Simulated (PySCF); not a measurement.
Be(OH)(SH) (BeH2OS), SMILES [OH][Be][SH].

Geometry optimised at PBE0-D3(BJ)/def2-TZVP. Other conformers were not sampled.

Computed with PySCF with PBE0-D3(BJ)/def2-TZVP.

Frequencies are harmonic and unscaled.

Computed vibrational spectrum:
```tsv
mode	ν (cm⁻¹)	IR (km/mol)	Raman (Å⁴/amu)	depolarisation	moving atoms (share of kinetic energy)
1	215	55.3	0.3	0.75	H 90 %
2	247	92.8	0.2	0.43	Be 62 %, O 18 %, H 18 %
3	259	33.7	1.2	0.73	Be 68 %, H 21 %
4	489	1.9	9.6	0.11	O 46 %, S 39 %, Be 9 %
5	531	229.6	2.8	0.62	H 71 %, O 15 %, Be 14 %
6	659	5.7	1.3	0.61	H 79 %, Be 13 %
7	1375	344.6	0.4	0.64	Be 76 %, O 20 %
8	2704	1.2	111.7	0.26	H 97 %
9	4013	143.9	87.0	0.23	H 94 %
```
